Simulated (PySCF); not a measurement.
Isomers of CH13NSi4, mass 151.013 u with the commonest isotopes. The calculation used CAM-B3LYP/def2-SVPD in PySCF (dipole) on a GFN2-xTB geometry, gas phase. One conformer each, none proved a minimum here; rigid rotors.

Task: Order these by rotational constant C, largest first.
A. `[CH3:1][SiH2:2][N:3]([SiH3:4])[SiH2:5][SiH3:6]` with C1–Si2–N3–Si4 114°, Si2–N3–Si5–Si6 101°
B. `[SiH3:1][CH2:2][SiH2:3][SiH2:4][NH:5][SiH3:6]` with Si1–C2–Si3–Si4 -66°, C2–Si3–Si4–N5 113°, Si3–Si4–N5–Si6 -55°
C. `CN[Si]([SiH3])([SiH3])[SiH3]`
D. `[CH3:1][SiH2:2][SiH2:3][N:4]([SiH3:5])[SiH3:6]` with C1–Si2–Si3–N4 3°, Si2–Si3–N4–Si5 86°

Result: C (934.5 MHz), D (862.8 MHz), A (793.4 MHz), B (670.1 MHz).

Task: Order these by radius of gyration √(Σ m r²/M), smallest first.
A. `[CH3:1][SiH2:2][SiH2:3][N:4]([SiH3:5])[SiH3:6]` with C1–Si2–Si3–N4 3°, Si2–Si3–N4–Si5 86°
B. `CN[Si]([SiH3])([SiH3])[SiH3]`
C. `[SiH3:1][CH2:2][SiH2:3][SiH2:4][NH:5][SiH3:6]` with Si1–C2–Si3–Si4 -66°, C2–Si3–Si4–N5 113°, Si3–Si4–N5–Si6 -55°

Result: A (2.168 Å), B (2.193 Å), C (2.317 Å).

Task: Order these by out-of-plane moment Σ m c² = (Ia + Ib − Ic)/2, largest first.
A. `CN[Si]([SiH3])([SiH3])[SiH3]`
B. `[CH3:1][SiH2:2][SiH2:3][N:4]([SiH3:5])[SiH3:6]` with C1–Si2–Si3–N4 3°, Si2–Si3–N4–Si5 86°
C. `[CH3:1][SiH2:2][N:3]([SiH3:4])[SiH2:5][SiH3:6]` with C1–Si2–N3–Si4 114°, Si2–N3–Si5–Si6 101°
D. `[SiH3:1][CH2:2][SiH2:3][SiH2:4][NH:5][SiH3:6]` with Si1–C2–Si3–Si4 -66°, C2–Si3–Si4–N5 113°, Si3–Si4–N5–Si6 -55°
E. `[SiH3:1][CH2:2][N:3]([SiH3:4])[SiH2:5][SiH3:6]` with Si1–C2–N3–Si4 89°, C2–N3–Si5–Si6 96°

Result: A (185.74 u·Å²), B (124.32 u·Å²), E (88.87 u·Å²), C (78.27 u·Å²), D (56.56 u·Å²).

| SMILES | point group | Ia (u·Å²) | Ib (u·Å²) | Ic (u·Å²) | κ | μa (D) | μb (D) | μc (D) |
| --- | --- | --- | --- | --- | --- | --- | --- | --- |
| [SiH3]C[SiH2][SiH2]N[SiH3] | C1 | 301.58 | 565.69 | 754.15 | -0.56 | 0.15 | 0.39 | 0.30 |
| C[SiH2][SiH2]N([SiH3])[SiH3] | near Cs | 279.99 | 554.41 | 585.76 | -0.90 | 0.08 | 0.06 | 0.46 |
| CN[Si]([SiH3])([SiH3])[SiH3] | – | 436.95 | 475.34 | 540.81 | 0.16 | 0.40 | 0.29 | 1.37 |
| C[SiH2]N([SiH3])[SiH2][SiH3] | C1 | 318.19 | 475.33 | 636.98 | -0.32 | 0.12 | 0.46 | 0.21 |
| [SiH3]CN([SiH3])[SiH2][SiH3] | C1 | 347.63 | 467.37 | 637.25 | -0.13 | 0.61 | 0.01 | 0.39 |
